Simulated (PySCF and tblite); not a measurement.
Values are calculated unless marked as measured or tabulated.
C₆H₅Cl, numbered as in [CH:1]#[C:2][C:3]#[C:4][CH2:5][CH2:6][Cl:7].

Free energies: PBE0-D3(BJ)/def2-SVP (IEF-PCM, dichloromethane) on GFN2-xTB structures plus GFN2-xTB thermal terms, symmetry and mirror images included. Conformers within 2.5 kcal/mol (GFN2-xTB free energy) were kept, 5 at most. Codes: tblite and PySCF.

Rotational constants are equilibrium values for the commonest isotopes; dipoles come from the energy level named and are polarised by its solvent model.

Torsions listed: C4–C5–C6–Cl7. Of a mirror pair one member is shown.

```tsv
conformer	shape	symmetry	weight %
1	-66°	C1 (pair)	71.8
2	180°	Cs	28.2
```

Sets of constants, in random order:

```csv
set,A (MHz),B (MHz),C (MHz),abs μa (D),abs μb (D),abs μc (D)
P,4912,910,793,0.93,2.54,0.74
Q,19677,598,584,1.00,0.20,0.00
```

(1) Match each set to its conformer.

Answers

(1) P is conformer 1, Q is conformer 2.
